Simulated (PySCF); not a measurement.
**Structure from 2D NMR**

Compound of formula C8H13P. Correlations simulated from computed shifts and the bond graph:

HSQC (one-bond C–H):
```csv
δH,δC
2.22,6.3
2.05,27.3
1.54,28.7
1.46,31.8
```

COSY cross peaks (H two or three bonds apart, from the bond graph; peaks can be absent where the dihedral angle is near 90°):
```csv
δH,δH
2.05,1.54
2.05,1.46
```

HMBC (two and three bonds, from the bond graph):
```csv
δH,δC
2.22,"113.4, 84.5"
2.05,"31.8, 28.7, 27.3"
1.54,"84.5, 31.8, 28.7, 27.3"
1.46,"28.7, 27.3"
```

Carbons without hydrogens: δ 113.4, 84.5.

- structure optimised with GFN2-xTB
- PBE0/pcSseg-1 with gauge-including orbitals
- run in PySCF 2.14
- relativity neglected, isolated molecule, one conformer, one averaged value for each set of equivalent atoms

Shifts are taken against calculated references (same method and geometry level): 1H and 13C against TMS.

Exchangeable hydrogens are left out of these lists.

**Question.** Work out the connectivity.

**Answer.** SMILES C1CCP(C#CC)CC1.

Mapped SMILES: `[CH3:1][C:2]#[C:3][P:4]1[CH2:5][CH2:6][CH2:7][CH2:8][CH2:9]1`; H(Xn) means a hydrogen on atom n.

- δC 113.4 is C2, an alkyne carbon.
- δC 84.5 is C3, an alkyne carbon.
- δC 31.8 is C7, an sp3 CH2 in a ring (δH 1.46).
- δC 28.7 is C5/C9, an sp3 CH2 bonded to P (δH 1.54).
- δC 27.3 is C6/C8, an sp3 CH2 in a ring (δH 2.05).
- δC 6.3 is C1, a propargylic methyl carbon (δH 2.22).
- HMBC from δH 2.22 reaches the proton-free carbons C2, C3.
- HMBC from δH 1.54 reaches the proton-free carbon C3.
- COSY links 2.05–1.54, 2.05–1.46.

This is the structure that produced the data.

Shifts are as computed. Against solution values, carbons near 30 ppm lie about +3 ppm off and those near 130 ppm about +5 ppm. Of 1211 compounds with measured shifts, 218 miss one by over three times the rms of a fit or turn the order of signals round; such compounds aren't used in these exercises.
